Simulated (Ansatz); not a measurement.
Molecular dynamics of GaH3O

Input file:

```yaml
crystal:
  periodic: [false, false, false]
  atoms:
    - { symbol: Ga, position_ang: [0.226732, 0.115995, -0.455139] }
    - { symbol: O, position_ang: [0.870879, 0.150768, 1.43216] }
    - { symbol: H, position_ang: [0.641994, -0.463054, 2.154755] }
    - { symbol: H, position_ang: [1.673257, -0.159852, 0.295707] }
    - { symbol: H, position_ang: [-1.367563, 0.074742, -0.599081] }
basis:
  gaussian: { orbitals: def2-SVP }
hamiltonian:
  xc: b3lyp
  dispersion: d4
md:
  timestep: 0.5
  n_steps: 200
  ensemble: nve
  temperature: 300.0
  initial_velocities: maxwell_boltzmann
  seed: 2095
```

Launched with:

```bash
$ ansatz run input.yaml --threads 1 --pin off --max-ram 2048MiB --backend cpu --events-out ev --progress --plain --runs-dir out
```

It starts at the highest image of a converged band. Of that band: Neighbouring images differ by up to 1.2 eV, so the band resolves the path poorly. A vibrational analysis at the climbing image gives one clearly imaginary mode, 1397i cm⁻¹: a first-order saddle point.

Output, in part (step lines, the closing report, with atoms numbered from 0):

```
md step     0: t =     0.00 fs  T =   300.0 K  F+E_penalty+E_count = -54464.80625186 eV  E_kin = 0.116334 eV  conserved = -54464.68991786 eV  (25 SCF iters)
md step     1: t =     0.50 fs  T =   293.4 K  F+E_penalty+E_count = -54464.80363455 eV  E_kin = 0.113775 eV  conserved = -54464.68985987 eV  (27 SCF iters)
md step     2: t =     1.00 fs  T =   275.7 K  F+E_penalty+E_count = -54464.79663642 eV  E_kin = 0.106909 eV  conserved = -54464.68972761 eV  (26 SCF iters)
md step     3: t =     1.50 fs  T =   252.1 K  F+E_penalty+E_count = -54464.78732076 eV  E_kin = 0.097745 eV  conserved = -54464.68957595 eV  (26 SCF iters)
md step     4: t =     2.00 fs  T =   228.5 K  F+E_penalty+E_count = -54464.77806896 eV  E_kin = 0.088612 eV  conserved = -54464.68945723 eV  (26 SCF iters)
md step     5: t =     2.50 fs  T =   209.8 K  F+E_penalty+E_count = -54464.77075809 eV  E_kin = 0.081354 eV  conserved = -54464.68940406 eV  (26 SCF iters)
md step     6: t =     3.00 fs  T =   198.1 K  F+E_penalty+E_count = -54464.76622871 eV  E_kin = 0.076802 eV  conserved = -54464.68942679 eV  (26 SCF iters)
md step     7: t =     3.50 fs  T =   192.4 K  F+E_penalty+E_count = -54464.76411779 eV  E_kin = 0.074605 eV  conserved = -54464.68951240 eV  (27 SCF iters)
[... lines left out ...]
Total energy: -54465.74415409 eV, -2001.5791794556 hartree
Atom 0 at     0.052898     0.134547    -0.899928 Å, force     0.124355     0.040679     0.078976 eV/Å
Atom 1 at     1.576400     0.072698     3.187043 Å, force    -1.564847    -3.276992    -0.484480 eV/Å
Atom 2 at     1.277315    -0.811455     2.710016 Å, force     0.990822     2.709598     1.386968 eV/Å
Atom 3 at     1.978031     0.572874     2.492806 Å, force     0.560177     0.561340    -0.992950 eV/Å
Atom 4 at    -1.481656    -0.353692    -0.439112 Å, force    -0.110507    -0.034625     0.011486 eV/Å
Dipole moment:     0.079741    -0.091779    -0.418574 e Å
```

The steps, from the saved trajectory:

```csv
time (fs),T (K),potential energy less start (eV),conserved less start (meV/atom)
0,300,0.000,0.00
3,198,0.040,0.10
6,143,0.061,0.09
9,167,0.052,0.02
12,130,0.067,0.12
15,341,-0.015,0.20
18,1411,-0.432,-0.17
21,2049,-0.676,0.45
24,2553,-0.874,-0.10
27,2909,-1.012,-0.06
30,3318,-1.167,0.77
33,3817,-1.365,-0.32
36,3727,-1.329,-0.05
39,3605,-1.278,0.71
42,3542,-1.258,-0.23
45,3016,-1.053,0.04
48,2920,-1.013,0.62
51,3695,-1.318,-0.41
54,3531,-1.253,-0.07
57,3126,-1.092,0.67
60,3191,-1.123,-0.40
63,2634,-0.906,-0.11
66,2202,-0.733,0.82
69,2666,-0.919,-0.33
72,2584,-0.887,-0.29
75,2251,-0.752,0.89
78,2509,-0.856,0.16
81,2712,-0.937,-0.34
84,2396,-0.810,0.59
87,2539,-0.867,0.22
90,2764,-0.957,-0.34
93,2557,-0.874,0.29
96,2496,-0.850,0.34
99,2762,-0.956,-0.33
```

All steps were run. The conserved energy stayed within 1.4 meV per atom of its start (net change -0.41 meV per atom), so the integration is sound. The kinetic energy rose, since the run started high on the potential surface and went downhill. It ends in pieces (GaH + H2O), so much of that is their flight and rotation, not heat. A run of 0.1 ps of so small a system gives no equilibrium averages. The orbitals stay closed-shell, which can raise the energy where a bond breaks towards radicals; this wasn't checked here.

Between its relaxed ends the band would form O2–H4 and break Ga1–O2, Ga1–H4. These pairs go: O2–H4 1.43 → 0.95 Å, Ga1–O2 1.99 → 4.36 Å, Ga1–H4 1.65 → 3.93 Å. In the last frame they stand as after the step (other bonds may differ from the relaxed reactants and products). It ends as GaH + H2O. Pairs count as bonded within 1.25 times the sum of covalent radii (0.12 Å more for H–H).

Last frame:

```xyz
5
Properties=species:S:1:pos:R:3
Ga 0.053 0.135 -0.900
O 1.576 0.073 3.187
H 1.277 -0.811 2.710
H 1.978 0.573 2.493
H -1.482 -0.354 -0.439
```

The run took 4.8 min on 1 thread of Arm Neoverse V1, on a shared host, peak memory 0.11 GiB.
